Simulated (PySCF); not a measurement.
A species of formula C3H7ClO2S has this rotational fingerprint, computed with PySCF, PBE0-D3(BJ)/def2-SVP geometry optimisation, gas phase:

* Rotational constants: A = 2095, B = 1648, C = 1513 MHz
* Dipole components: |μa| = 4.09 D, |μb| = 1.23 D, |μc| = 0.00 D
* Inertial defect: -213.97 u·Å²
* κ: -0.54

**Question.** Which candidate fits, each taken in the one conformer that was computed?
A. `[CH3:1][CH2:2][CH2:3][S:4](=[O:5])(=[O:6])[Cl:7]` with C1–C2–C3–S4 72°, C2–C3–S4–O5 175°
B. `[CH3:1][CH:2]([CH3:3])[S:4](=[O:5])(=[O:6])[Cl:7]` with C1–C2–S4–O5 177°

**Answer.** B. It is CC(C)S(=O)(=O)Cl, an asymmetric top, point group Cs. The candidates at the same level (rigid rotor, commonest isotopes):

```tsv
SMILES	A (MHz)	B (MHz)	C (MHz)	μa (D)	μb (D)	μc (D)	Δ (u·Å²)	point group	rotor
CCCS(=O)(=O)Cl	2498	1398	1186	3.23	1.15	2.21	-137.87	C1	asymmetric top
CC(C)S(=O)(=O)Cl	2095	1648	1513	4.09	1.23	0.00	-213.97	Cs	asymmetric top
```

`CCCS(=O)(=O)Cl` has C 22 % too low. In the right answer the mirror of this Cs structure is the ab plane, so μc vanishes by symmetry. No structure here is proved a minimum.
